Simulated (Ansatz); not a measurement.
Ansatz (a quantum-chemistry and plane-wave program) input for Sn(H)2(vinyl)(OH) (C2H6OSn), SMILES [CH](=C)[SnH2][OH], PBE0/def2-SVPD. The structure is a stationary point at PBE0-D3(BJ)/def2-SVP. The structure was generated by enumeration; whether it is a known compound was not checked. The def2 effective core potentials stand for the cores of Sn; spin–orbit coupling is left out. One conformer was computed; it need not be the lowest.

Ansatz 0.2 input:
```yaml
crystal:
  periodic: [false, false, false]
  atoms:
    - {symbol: Sn, position_ang: [0.25798040, -0.21627667, -0.32852604]}
    - {symbol: O, position_ang: [1.81519197, 0.07651872, 0.88454620]}
    - {symbol: C, position_ang: [-1.40508110, 0.96848452, 0.29753570]}
    - {symbol: C, position_ang: [-2.41658129, 0.43798952, 0.99113955]}
    - {symbol: H, position_ang: [-0.09244707, -1.87260913, -0.09812034]}
    - {symbol: H, position_ang: [0.74814136, 0.17307299, -1.92900745]}
    - {symbol: H, position_ang: [2.00824671, 1.01149618, 1.01400723]}
    - {symbol: H, position_ang: [-1.43769093, 2.03513424, 0.04257411]}
    - {symbol: H, position_ang: [-2.43997271, -0.62113799, 1.27364972]}
    - {symbol: H, position_ang: [-3.27685915, 1.03688291, 1.31477761]}
basis:
  gaussian:
    orbitals: def2-SVPD
hamiltonian:
  xc: {name: PBE0}
```

Output:

```
WARN ansatz: RAYON_NUM_THREADS=1 ignored (pool sized by the plan → 1); use --threads N
Functional definition: PBE0
integrals: 0.07 GiB planned
1322 factors; their error is unknown
mean field: 0.62 GiB planned
mean field evaluation 1: about -10032.4310 eV, gradient 6.5e1 eV
mean field evaluation 2: about -10010.6096 eV, gradient 1.2e2 eV
mean field evaluation 4: about -10041.3435 eV, gradient 6.7e0 eV
mean field evaluation 8: about -10041.4544 eV, gradient 1.1e-1 eV
mean field evaluation 16: about -10041.5249 eV, gradient 7.5e-5 eV
mean field -10041.52486348 eV, -369.0192323427 hartree, gradient 7.5e-5 eV, S^2 0.000000; 0 other end points of the search recorded, 0 dependent functions left out
reference -10041.52490143 eV, -369.0192337376 hartree; 24, 24 occupied and 119, 119 virtual orbitals, 1322 factors
Total energy: -10041.52490143 eV, -369.0192337376 hartree
```

The calculation finished and met its thresholds.

Cost: roughly 2.4 core-seconds.
